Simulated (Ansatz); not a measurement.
# How methods differ on SnH3O2 (SMILES [OH][SnH][OH])

SnH3O2 has 6 atoms, charge 0, and is taken as a doublet. SMILES: `[OH][SnH][OH]`. Geometry: optimised at B3LYP/def2-SVP. This is one conformer, not always the lowest.

```xyz
6

O    -1.3064   -0.6930   -0.2417
Sn    0.4129    0.2846   -0.6493
O     1.4153   -0.0107    1.0594
H    -1.8866   -0.7833   -1.0116
H     0.1449    2.0352   -0.6235
H     1.2618   -0.8967    1.4207
```

Quantity: the dissociation energy of the H4–O1 bond into doublet H and singlet SnH2O2 (shapes relaxed at B3LYP/def2-SVP, no zero-point term), in eV. The values are calculated.

```json
{"level": "UHF/def2-TZVP (core potential)", "kind": "Hartree–Fock", "program": "Ansatz", "value (eV)": "4.03", "CPU time (all runs)": "4.2 s"}
{"level": "USVWN5/def2-TZVP (core potential)", "kind": "LDA", "program": "Ansatz", "value (eV)": "3.94", "CPU time (all runs)": "3.8 s"}
{"level": "UBLYP/def2-TZVP (core potential)", "kind": "GGA", "program": "Ansatz", "value (eV)": "3.59", "CPU time (all runs)": "8 s"}
{"level": "U-r2SCAN/def2-TZVP (core potential)", "kind": "meta-GGA", "program": "Ansatz", "value (eV)": "3.84", "CPU time (all runs)": "17 s"}
{"level": "UB3LYP/def2-TZVP (core potential)", "kind": "global hybrid", "program": "Ansatz", "value (eV)": "3.85", "CPU time (all runs)": "9.1 s"}
{"level": "U-wB97M-V/def2-TZVP (core potential)", "kind": "range-separated hybrid", "program": "Ansatz", "value (eV)": "3.94", "CPU time (all runs)": "39 s"}
{"level": "UB2PLYP/def2-TZVP (core potential)", "kind": "double hybrid", "program": "Ansatz", "value (eV)": "3.60", "CPU time (all runs)": "20 s"}
{"level": "RPA@PBE/def2-TZVP (core potential)", "kind": "RPA", "program": "Ansatz", "value (eV)": "3.48", "CPU time (all runs)": "18 s"}
```

Spin-orbit coupling, which can split open shells on such heavy atoms by tenths of an eV, is left out. The values span 3.48 to 4.03 eV. A fragment with an even electron count was run as a singlet and may have a lower triplet. Measured bond enthalpies also hold zero-point and thermal terms, a few tenths of an eV less. Times are those of the runs behind each value, whatever else they computed, on shared processors of several kinds: orders of magnitude only.
